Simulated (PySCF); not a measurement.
Molecule: SMILES C1=C(OC(C)=O)OC=CO1, C$_{6}$H$_{6}$O$_{4}$.

Cartesian coordinates in Å; atom numbers follow the order of the lines, from 1:
```xyz
16

C     3.159   -0.608    0.220
C     1.916    0.219    0.053
O     1.883    1.382   -0.240
O     0.831   -0.546    0.295
C    -0.456   -0.091    0.251
C    -0.884    1.139   -0.007
O    -2.228    1.483   -0.025
C    -3.062    0.414    0.227
C    -2.634   -0.809    0.482
O    -1.291   -1.164    0.530
H     3.992   -0.114   -0.269
H     3.005   -1.603   -0.186
H     3.376   -0.703    1.283
H    -0.238    1.969   -0.225
H    -4.101    0.687    0.191
H    -3.276   -1.647    0.678
```

Frames of a GFN2-xTB Langevin trajectory at 300 K; GIAO PBE0/pcSseg-1 shieldings in PySCF 2.14.0 with density-fitted response routines, gas phase, non-relativistic; equivalent atoms averaged within each frame.

Chemical shifts δ = σref − σ; ¹³C (σ = 186.93 ppm) vs TMS; ¹⁷O (σ = 336.08 ppm) against H2O, all at this level. The references are static minima.

**Question.** How do the shifts (ppm) fluctuate along the trajectory?

**Answer.** 
```csv
time (fs),C2,C5,C9,C8,C6,C1,O3,O4,O10,O7
250,180.4,157.8,146.8,140.0,131.4,26.6,493.1,236.6,142.5,106.2
425,163.7,160.5,129.9,129.0,130.0,22.4,430.8,231.9,146.3,107.7
625,168.3,148.5,133.2,128.1,133.3,19.7,447.3,232.7,131.0,91.0
800,177.8,149.9,142.5,147.2,128.7,20.6,492.1,252.8,131.7,126.4
1000,186.8,153.0,137.0,144.2,133.0,20.1,487.1,289.3,135.0,129.7
mean of frames,175.4,153.9,137.9,137.7,131.3,21.9,470.1,248.6,137.3,112.2
standard deviation,9.3,5.1,6.8,8.7,2.0,2.8,29.0,24.2,6.8,15.9
```

5 frames give an uncertainty of the mean of about the standard deviation over 2.2 at best, since frames this close in time may not be independent; classical motion lacks zero-point vibration, and the reference would need the same averaging.
